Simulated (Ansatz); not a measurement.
CH$_{5}$GaO$_{2}$Si, SMILES `[SiH3][Ga]1[O]C[O]1`. The species carries charge 0 and has multiplicity 1. The geometry is a stationary point of PBE0-D4/def2-TZVP.

```xyz
10

Si   -1.093    0.717    1.987
Ga   -0.004   -0.001    0.000
O     1.129   -1.283   -0.624
C     1.047   -0.687   -1.904
O     0.179    0.421   -1.762
H    -2.334    1.444    1.622
H    -1.421   -0.471    2.813
H    -0.180    1.617    2.734
H     2.040   -0.354   -2.234
H     0.637   -1.401   -2.632
```

(1) What is the dipole moment at r2SCAN/def2-TZVPP? (Estimate.)

(2) And with PBE, B3LYP, ωB97M-V? (An estimate is asked.)

(3) Give the Mulliken charges with r2SCAN, ωB97M-V, PBE in def2-TZVPP. (Best estimate.)

## Answers

(1) The calculation gave: 2.86 D, with components (-1.32, 0.86, 2.39) D in this frame, pointing from negative to positive charge.

(2) The calculation gave: PBE 2.66 D, B3LYP 3.03 D, ωB97M-V 3.23 D.

(3) Computed: 
```csv
atom,r2SCAN,ωB97M-V,PBE
Si1,0.14,0.06,0.07
Ga2,0.49,0.48,0.42
O3,-0.46,-0.46,-0.38
C4,0.34,0.16,0.16
O5,-0.46,-0.46,-0.38
H6,-0.03,0.01,-0.01
H7,-0.03,0.01,-0.01
H8,-0.04,0.01,-0.02
H9,0.03,0.09,0.08
H10,0.03,0.09,0.08
```

B3LYP here is the variant with VWN-RPA as its local correlation; programs differ in this.
